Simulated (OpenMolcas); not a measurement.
Ti3+ (d1) in a complex was computed by SS-CASPT2, IPEA 0.25 Eh, imaginary shift 0.1 Eh with the d shell active (OpenMolcas, ANO-RCC-VTZP on the metal). Its lowest spin-free states, and all those of the highest spin:

```json
{"2S+1": "2", "Degeneracy": "1", "E (cm-1)": "0"}
{"2S+1": "2", "Degeneracy": "2", "E (cm-1)": "3440"}
{"2S+1": "2", "Degeneracy": "1", "E (cm-1)": "6780"}
{"2S+1": "2", "Degeneracy": "1", "E (cm-1)": "23460"}
```

Is the site octahedral, tetrahedral or cube-like, axial, or of lower symmetry?

The states with 2S+1 = 2 have orbital degeneracies 1, 2, 1, 1. There are pairs but no triples, so the site is axial: not cubic, but with a proper or improper axis of order three or more. The run had Ti3+ with 4 ligands (bromide) in square-planar coordination (D4h) at 2.45 Å. A charge of +0.25 e stands 2.4 Å behind each ligand. Ligand basis ANO-RCC-VDZP.

Over all roots computed the reference weight is 0.75; a low but even weight reflects the number of correlated electrons. The least metal-like active orbital is 81 % on the metal (Löwdin) and no ligand orbital is active, so the numbers are rough. Ligand-to-metal charge-transfer states are missing. No measured value stands beside these numbers; the geometry is a model, was not optimised and need not be the one that this ion takes.
